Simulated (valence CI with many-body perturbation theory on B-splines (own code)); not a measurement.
## Gd LVIII: electric-dipole lines

Level of theory: configuration interaction combined with many-body perturbation theory (CI+MBPT): five valence electrons over a frozen Dirac-Fock core [He], a basis of 9 s, 9 p, 8 d, 6 f, 3 g, 1 h functions for each j, with the one-electron correlation potential Σ1, the two-electron term Σ2, the three-electron term Σ3, Breit, model QED; selected CI, second order for the rest (own B-spline code, finite nucleus).

The last digits are not significant, and no measured levels were compared; by estimate large intervals hold to a few tenths of a per cent, small ones and those within an open d or f shell to about a per cent. Among the levels kept, up to 1200 cm⁻¹ of a level comes from second order outside the variational space, and about a tenth of that is noise between levels of different J, which matters for small intervals.

Lines 1 to 50 of 256 in falling wavelength, among levels below 64266 × 10³ cm⁻¹, chosen from the strongest by gf and those to the six lowest levels. Wavelengths and rates use the calculated energies. Electric multipoles are in the length gauge, E1 and E2 with the static RPA response of the core. Weak lines are less certain than strong ones. Lines between different terms over intervals too small for the method are left out, as are lines whose strength nearly cancels. The highest levels of a list are the least certain.

Levels are named by their leading jj configuration (3d3/2^4 stands for four electrons in 3d with j = 3/2), which in mixed levels can hold well under half, so a name can repeat and another be missing. Letters in brackets count levels of one name in rising energy.

```csv
λ vac (Å),Upper,Lower,A (s⁻¹),log gf,Branch %
175.9,(2s 2p1/2^2 2p3/2 3p1/2) J=5/2,(2s 2p1/2^2 2p3/2 3s) J=3/2 [a],2.15e+09,-1.22,0.0
158.7,(2s^2 2p1/2 2p3/2 3p1/2) J=5/2,(2s^2 2p1/2 2p3/2 3s) J=3/2 [b],3.14e+09,-1.15,0.3
148.2,(2s^2 2p1/2 2p3/2 3p1/2) J=5/2,(2s^2 2p1/2 2p3/2 3s) J=5/2,3.71e+09,-1.14,0.3
147.4,(2s^2 2p1/2^2 3p1/2) J=1/2,(2s^2 2p1/2^2 3s) J=1/2,8.07e+09,-1.28,0.6
138.8,(2s^2 2p1/2 2p3/2 3p1/2) J=3/2 [a],(2s^2 2p1/2 2p3/2 3s) J=3/2 [a],4.47e+09,-1.29,0.5
130.5,(2s 2p1/2^2 2p3/2 3p1/2) J=3/2 [a],(2s 2p1/2^2 2p3/2 3s) J=5/2,8.76e+09,-1.05,0.0
129.3,(2s 2p1/2^2 2p3/2 3p1/2) J=5/2,(2s 2p1/2^2 2p3/2 3s) J=5/2,6.01e+09,-1.04,0.0
106.8,(2s^2 2p1/2 2p3/2 3p1/2) J=3/2 [b],(2s^2 2p1/2 2p3/2 3s) J=5/2,1.40e+10,-1.02,0.5
100.5,(2s^2 2p1/2 2p3/2 3d5/2) J=3/2 [b],(2s^2 2p1/2 2p3/2 3p3/2) J=1/2 [b],8.00e+09,-1.31,0.0
95.06,(2s^2 2p1/2 2p3/2 3d5/2) J=5/2 [b],(2s^2 2p1/2 2p3/2 3p3/2) J=3/2 [b],7.04e+09,-1.24,0.0
92.58,(2s^2 2p1/2 2p3/2 3d5/2) J=5/2 [b],(2s^2 2p1/2 2p3/2 3p3/2) J=5/2 [b],7.69e+09,-1.23,0.0
92.48,(2s 2p1/2^2 2p3/2 3d5/2) J=5/2,(2s 2p1/2^2 2p3/2 3p3/2) J=5/2 [a],1.07e+10,-1.09,0.0
90.84,(2s 2p1/2^2 2p3/2 3d5/2) J=9/2,(2s 2p1/2^2 2p3/2 3p3/2) J=7/2,3.26e+10,-0.39,45.6
90.56,(2s^2 2p1/2 2p3/2 3d5/2) J=7/2 [a],(2s^2 2p1/2 2p3/2 3p3/2) J=5/2 [a],2.47e+10,-0.62,0.1
87.79,(2s^2 2p1/2 2p3/2 3d5/2) J=7/2 [b],(2s^2 2p1/2 2p3/2 3p3/2) J=5/2 [b],2.64e+10,-0.61,0.0
87.45,(2s 2p1/2^2 2p3/2 3d5/2) J=7/2,(2s 2p1/2^2 2p3/2 3p3/2) J=5/2 [a],2.98e+10,-0.56,0.0
86.77,(2s^2 2p1/2 2p3/2 3d5/2) J=9/2,(2s^2 2p1/2 2p3/2 3p3/2) J=7/2,3.46e+10,-0.41,56.2
85.92,(2s^2 2p1/2^2 3d5/2) J=5/2,(2s^2 2p1/2^2 3p3/2) J=3/2,3.59e+10,-0.62,0.0
83.08,(2s 2p1/2^2 2p3/2 3d5/2) J=5/2,(2s 2p1/2^2 2p3/2 3p3/2) J=3/2 [a],2.40e+10,-0.83,0.0
82.67,(2s^2 2p1/2 2p3/2 3d5/2) J=5/2 [a],(2s^2 2p1/2 2p3/2 3p3/2) J=3/2 [a],2.59e+10,-0.80,0.0
80.75,(2s^2 2p1/2 2p3/2 3d5/2) J=5/2 [b],(2s 2p1/2^2 2p3/2 3s) J=3/2 [b],1.02e+10,-1.22,0.0
78.06,(2s^2 2p1/2 2p3/2 3d5/2) J=3/2 [a],(2s^2 2p1/2 2p3/2 3p3/2) J=1/2 [a],2.22e+10,-1.09,0.0
75.12,(2s 2p1/2^2 2p3/2 3d5/2) J=7/2,(2s 2p1/2^2 2p3/2 3p3/2) J=7/2,7.77e+09,-1.28,0.0
75.01,(2s^2 2p1/2 2p3/2 3d5/2) J=7/2 [b],(2s^2 2p1/2 2p3/2 3p3/2) J=7/2,8.05e+09,-1.26,0.0
70.13,(2s^2 2p1/2 2p3/2 3d5/2) J=3/2 [b],(2s^2 2p1/2 2p3/2 3p3/2) J=3/2 [a],2.28e+10,-1.17,0.0
61.72,(2s^2 2p1/2 2p3/2 3d5/2) J=7/2 [a],(2s 2p1/2^2 2p3/2 3s) J=5/2,1.18e+10,-1.27,0.1
56.93,(2s 2p1/2^2 2p3/2 3d3/2) J=7/2,(2s^2 2p1/2 2p3/2 3d3/2) J=5/2 [b],1.54e+10,-1.22,0.5
51.41,(2s 2p1/2^2 2p3/2 3p3/2) J=7/2,(2s^2 2p1/2 2p3/2 3p3/2) J=5/2 [a],7.00e+10,-0.65,1.6
50.19,(2s 2p1/2^2 2p3/2 3p3/2) J=5/2 [a],(2s 2p1/2^2 2p3/2 3s) J=3/2 [b],4.84e+10,-0.96,0.0
48.54,(2s 2p1/2^2 2p3/2^2) J=5/2,(2s^2 2p1/2 2p3/2^2) J=5/2,1.36e+10,-1.54,1.7
44.66,(2s 2p1/2^2 2p3/2^2) J=5/2,(2s^2 2p1/2 2p3/2^2) J=3/2,2.35e+10,-1.38,3.0
44.26,(2s 2p1/2^2 2p3/2 3p3/2) J=1/2 [b],(2s^2 2p1/2 2p3/2 3p3/2) J=1/2 [b],1.29e+11,-1.12,1.1
44.20,(2s 2p1/2^2 2p3/2 3p3/2) J=5/2 [b],(2s^2 2p1/2 2p3/2 3p3/2) J=3/2 [b],2.02e+11,-0.45,0.1
43.98,(2s 2p1/2^2 2p3/2 3d3/2) J=5/2 [b],(2s^2 2p1/2 2p3/2 3d3/2) J=3/2 [b],5.40e+10,-1.03,0.0
43.85,(2s^2 2p1/2 2p3/2 3d3/2) J=5/2 [b],(2s^2 2p1/2 2p3/2 3p1/2) J=3/2 [b],1.30e+11,-0.65,0.0
43.68,(2s^2 2p1/2 2p3/2 3p3/2) J=3/2 [a],(2s^2 2p1/2 2p3/2 3s) J=3/2 [b],1.25e+11,-0.85,7.2
43.34,(2s^2 2p1/2 2p3/2 3d3/2) J=5/2 [a],(2s^2 2p1/2 2p3/2 3p1/2) J=5/2,3.83e+10,-1.19,0.0
43.08,(2s 2p1/2^2 2p3/2 3p3/2) J=3/2 [a],(2s 2p1/2^2 2p3/2 3s) J=3/2 [a],2.39e+11,-0.57,0.1
42.98,(2s^2 2p1/2 2p3/2 3p3/2) J=1/2 [a],(2s^2 2p1/2 2p3/2 3s) J=1/2,1.40e+11,-1.11,0.6
42.70,(2s 2p1/2^2 2p3/2 3d3/2) J=3/2 [b],(2s 2p1/2^2 2p3/2 3p1/2) J=1/2,6.60e+10,-1.14,0.1
42.60,(2s^2 2p1/2 2p3/2 3d3/2) J=3/2 [b],(2s^2 2p1/2 2p3/2 3p1/2) J=3/2 [b],1.58e+11,-0.77,0.0
42.16,(2s 2p1/2^2 2p3/2 3d3/2) J=5/2 [a],(2s 2p1/2^2 2p3/2 3p1/2) J=5/2,1.34e+11,-0.67,0.2
42.08,(2s 2p1/2^2 2p3/2 3p3/2) J=3/2 [b],(2s^2 2p1/2 2p3/2 3p3/2) J=3/2 [b],1.31e+11,-0.86,0.1
42.03,(2s 2p1/2^2 2p3/2 3d3/2) J=5/2 [a],(2s 2p1/2^2 2p3/2 3p1/2) J=3/2 [a],1.12e+11,-0.75,0.1
41.96,(2s 2p1/2^2 2p3/2 3s) J=3/2 [b],(2s^2 2p1/2 2p3/2 3s) J=3/2 [b],5.50e+10,-1.24,0.1
41.80,(2s^2 2p1/2 2p3/2 3p3/2) J=7/2,(2s^2 2p1/2 2p3/2 3s) J=5/2,3.76e+11,-0.10,26.6
41.77,(2s^2 2p1/2 2p3/2 3d3/2) J=3/2 [a],(2s^2 2p1/2 2p3/2 3p1/2) J=3/2 [a],8.66e+10,-1.04,0.0
41.57,(2s 2p1/2^2 2p3/2 3d3/2) J=3/2 [a],(2s 2p1/2^2 2p3/2 3p1/2) J=5/2,5.89e+10,-1.21,0.0
41.47,(2s^2 2p1/2 2p3/2 3d3/2) J=1/2 [b],(2s^2 2p1/2 2p3/2 3p1/2) J=3/2 [b],2.29e+11,-0.93,0.0
41.45,(2s^2 2p1/2 2p3/2 3d3/2) J=5/2 [a],(2s^2 2p1/2 2p3/2 3p1/2) J=3/2 [a],2.14e+11,-0.48,0.3
```

Problem. How does gf follow from A for the line at 80.75 Å?

Solution. gf = 1.4992 × (2J+1)_upper × A / σ², with σ = 1238401 cm⁻¹ and 2J+1 = 6: gf = 0.0601.
